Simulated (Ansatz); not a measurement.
Consider the ligand exchange at a Ga–S bond: `[F][Ga]([F])[SH]` + `O[SiH3]` → `[F][Ga]([F])[O][SiH3]` + H₂S.

Calculated with Ansatz (gas phase, PBE0-D4/def2-TZVP geometries, no zero-point term in ΔE). CCSD(T)/CBS adds triple-zeta CCSD(T) − MP2 to the extrapolated MP2 energy (def2 sets, frozen cores). This one scheme is used for every species. DFT in def2-TZVPP. B3LYP here is the variant with VWN-RPA as its local correlation; programs differ in this. HSE06 is defined as in plane-wave codes. For Ga outer-core shells are correlated without core-valence functions, which leaves a few kJ/mol of doubt a bond. Scalar relativity is left out up to krypton. One conformer a species, not always the lowest.

Is it downhill or uphill in electronic energy at CCSD(T)/CBS, and by how much? (Estimate.)

Ansatz gave: Uphill: ΔE = +27.3 kJ/mol.

What do these levels give: BLYP, B3LYP, HSE06, CAM-B3LYP, CCSD(T)/def2-TZVPP, CCSD/CBS(def2)? (Best estimate.)

Computed: BLYP 32.7, B3LYP 30.9, HSE06 38.0, CAM-B3LYP 26.1, CCSD(T)/def2-TZVPP 20.4, CCSD/CBS(def2) 25.7 kJ/mol.

Largest T1 diagnostic among the species: 0.014.

From BLYP to BHLYP (50 % exact exchange), in def2-TZVPP and without D4, ΔE moves by −6.3 kJ/mol. In def2-TZVPP, CCSD(T) changes the Hartree–Fock value by +3.9 kJ/mol (the triples alone add +1.6 kJ/mol) and MP2 by +5.2 kJ/mol. Leaving LDA and LC-ωPBE aside and taking each functional with its dispersion term where it has one, the values, not all of them listed here, spread over 15.2 kJ/mol, from BHLYP-D4 to PBE-D4.
